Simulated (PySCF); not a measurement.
Adding and removing an electron: MgHg

PBE0; basis Mg def2-SVP, Hg def2-SVP with ECP60; scalar-relativistic core potentials; PySCF 2.14. Neutral (UKS): singlet (closed shell), Re = 3.618 Å, ωe = 49.7 cm⁻¹, De = 0.05 eV, HOMO -5.27 eV, LUMO -1.06 eV.

MgHg⁺ (UKS): doublet (σ ↑), Re = 2.897 Å, ωe = 161 cm⁻¹, De = 0.72 eV to Mg⁺ + Hg. The energies at the minima are -353.40177 hartree for MgHg and -353.14860 for MgHg⁺.

**Question.** Work out the adiabatic ionisation energy, without and with harmonic zero-point energies (1 hartree = 27.2114 eV, 1 eV = 8065.5 cm⁻¹), and the change of the bond length.

**Answer.** At PBE0: 0.25317 hartree = 6.889 eV between the minima; the zero-point term (161.0 − 49.7)/2 cm⁻¹ = +0.007 eV makes it 6.896 eV. Re changes by -72.1 pm against the neutral. Minus the HOMO energy is 5.27 eV, -1.62 eV from the value between the minima; self-interaction puts the Kohn–Sham level too high, less so with exact exchange. The electron leaves a σ orbital, and the shorter bond of the ion fits an antibonding orbital, or a change in how ionic the bond is.

Closed-shell solutions of metal pairs were not tested for spin polarisation, which can lower them a little. Weak bonds: MgHg. Basis-set superposition, not corrected here, can be much of De in a small basis, most of all at correlated wavefunction levels. Spin–orbit coupling is left out. For an ion De counts to the pair picked by the measured ionisation energies or electron affinities, which need not be the lowest pair at this level. States were picked by a PBE0 search and need not be the measured ground states.
